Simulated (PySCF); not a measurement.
Compound: C₇H₁₄S.
Z-matrix (Å and degrees, PBE0-D3(BJ)/def2-SVP geometry), rows numbered from 1:
```
C 
S   1  1.8055
C   2  1.7802  1   99.88
C   3  1.5037  2  117.88  1   143.51
C   4  1.4964  3   60.14  2  -110.87
C   5  1.5130  3  120.21  4   110.87
C   6  1.5245  5  110.83  3    81.76
C   6  1.5249  5  110.81  3  -153.60
H   1  1.0993  2  107.16  3  -177.07
H   1  1.1005  2  111.54  3    64.22
H   1  1.1006  2  111.10  3   -58.21
H   3  1.0972  2  114.94  1   -73.43
H   4  1.0941  3  117.09  5  -108.73
H   4  1.0930  3  117.58  5   108.58
H   5  1.0974  3  114.84  4  -106.18
H   6  1.1061  5  107.24  3   -35.98
H   7  1.1010  6  111.28  5   -57.79
H   7  1.1028  6  110.70  5    61.81
H   7  1.1011  6  111.51  5  -178.49
H   8  1.1007  6  111.26  5    56.64
H   8  1.1011  6  111.40  5   177.29
H   8  1.1025  6  110.73  5   -62.98
```

Computed with PBE0-D3(BJ)/def2-SVP geometry optimisation, gas phase in PySCF.

Masses are those of the commonest isotopes; rigid-rotor values at the optimised geometry. The values belong to one conformer with, in the numbering `[CH3:1][S:2][C@@H:3]1[CH2:4][C@H:5]1[CH:6]([CH3:7])[CH3:8]`, C1–S2–C3–C4 144°, C4–C5–C6–C7 153°.

Question: Give the principal moments of inertia and the rotational constants in cm⁻¹.

Answer: Ia = 172.31, Ib = 518.11, Ic = 642.00 u·Å²; 505379 MHz·u·Å²/I gives 2933, 975.4 and 787.2 MHz, that is A = 0.09783, B = 0.03254, C = 0.02626 cm⁻¹.

Question: Classify the top.

Answer: An asymmetric top. Ray's parameter κ = (2B − A − C)/(A − C) = -0.825; −1 is the prolate and +1 the oblate limit.

Question: Is it planar, by Δ = Ic − Ia − Ib?

Answer: Not planar: Δ = Ic − Ia − Ib = -48.43 u·Å². For a rigid frame Δ = −2 Σ m c², so Σ m c² = 24.21 u·Å² lies off the ab plane: 13.62 from hydrogen and 10.59 from heavier atoms. The atom farthest from that plane is 1.63 Å away.

Question: Give the other two planar moments, Paa and Pbb, and the rms extents of the mass along the axes.

Answer: Paa = Σ m a² = (Ib + Ic − Ia)/2 = 493.90 and Pbb = Σ m b² = (Ia + Ic − Ib)/2 = 148.10 u·Å². With the mass M = 130.08 u, the rms extents √(P/M) along a, b and c are 1.95, 1.07, 0.43 Å.

Question: Predict some low-J microwave lines.

Answer: The dipole components are |μa| = 1.33 D, |μb| = 0.99 D, |μc| = 0.23 D. The squared components, which scale the intensities, stand as 1.00 : 0.55 : 0.03 (a : b : c). Some lines, for components of 0.1 D or more:

```json
{"type": "a", "branch": "Q", "J(Ka,Kc)": "2(1,1) ← 2(1,2)", "MHz": "565", "lower level (cm⁻¹)": "0.235"}
{"type": "c", "branch": "Q", "J(Ka,Kc)": "4(1,4) ← 4(0,4)", "MHz": "1268", "lower level (cm⁻¹)": "0.582"}
{"type": "a", "branch": "R", "J(Ka,Kc)": "2(0,2) ← 1(0,1)", "MHz": "3512", "lower level (cm⁻¹)": "0.059"}
{"type": "b", "branch": "R", "J(Ka,Kc)": "5(1,4) ← 4(2,3)", "MHz": "3982", "lower level (cm⁻¹)": "0.861"}
{"type": "c", "branch": "Q", "J(Ka,Kc)": "5(2,4) ← 5(1,4)", "MHz": "4803", "lower level (cm⁻¹)": "0.994"}
{"type": "a", "branch": "R", "J(Ka,Kc)": "3(0,3) ← 2(0,2)", "MHz": "5237", "lower level (cm⁻¹)": "0.176"}
{"type": "c", "branch": "Q", "J(Ka,Kc)": "4(2,3) ← 4(1,3)", "MHz": "5240", "lower level (cm⁻¹)": "0.687"}
{"type": "b", "branch": "R", "J(Ka,Kc)": "2(1,2) ← 1(0,1)", "MHz": "5294", "lower level (cm⁻¹)": "0.059"}
{"type": "b", "branch": "Q", "J(Ka,Kc)": "2(2,1) ← 2(1,2)", "MHz": "6437", "lower level (cm⁻¹)": "0.235"}
{"type": "a", "branch": "R", "J(Ka,Kc)": "4(0,4) ← 3(0,3)", "MHz": "6925", "lower level (cm⁻¹)": "0.351"}
{"type": "a", "branch": "R", "J(Ka,Kc)": "4(1,3) ← 3(1,2)", "MHz": "7399", "lower level (cm⁻¹)": "0.440"}
{"type": "a", "branch": "R", "J(Ka,Kc)": "5(2,3) ← 4(2,2)", "MHz": "9026", "lower level (cm⁻¹)": "0.868"}
{"type": "b", "branch": "Q", "J(Ka,Kc)": "5(3,2) ← 5(2,3)", "MHz": "9951", "lower level (cm⁻¹)": "1.169"}
{"type": "b", "branch": "Q", "J(Ka,Kc)": "3(3,1) ← 3(2,2)", "MHz": "10266", "lower level (cm⁻¹)": "0.627"}
{"type": "b", "branch": "Q", "J(Ka,Kc)": "5(3,3) ← 5(2,4)", "MHz": "10368", "lower level (cm⁻¹)": "1.154"}
{"type": "c", "branch": "R", "J(Ka,Kc)": "3(3,1) ← 2(2,1)", "MHz": "15554", "lower level (cm⁻¹)": "0.450"}
{"type": "c", "branch": "R", "J(Ka,Kc)": "4(3,2) ← 3(2,2)", "MHz": "17341", "lower level (cm⁻¹)": "0.627"}
{"type": "b", "branch": "Q", "J(Ka,Kc)": "5(5,0) ← 5(4,1)", "MHz": "18438", "lower level (cm⁻¹)": "1.978"}
{"type": "c", "branch": "R", "J(Ka,Kc)": "5(3,3) ← 4(2,3)", "MHz": "19152", "lower level (cm⁻¹)": "0.861"}
{"type": "b", "branch": "R", "J(Ka,Kc)": "4(4,0) ← 3(3,1)", "MHz": "21414", "lower level (cm⁻¹)": "0.969"}
{"type": "c", "branch": "R", "J(Ka,Kc)": "5(5,1) ← 4(4,1)", "MHz": "27280", "lower level (cm⁻¹)": "1.683"}
```

Question: Estimate the classical rotational partition function at 25 K, 50 K and 298.15 K.

Answer: Point group C1, symmetry number σ = 1; q = (√π/σ)·√((kT/h)³/(ABC)), k/h = 20836.6 MHz/K: 14000 at 25 K, 39700 at 50 K, 578000 at 298.15 K.

No frequency check. Zero-point vibration and centrifugal distortion are left out. A rigid rotor knows nothing of internal rotation, which can split or shift real lines.

On Intel Xeon Platinum 8259CL at 2.50 GHz, one thread, on a shared host, this took 3.1 min wall and 0.88 GiB of memory at its peak. These figures are those of the optimisation.
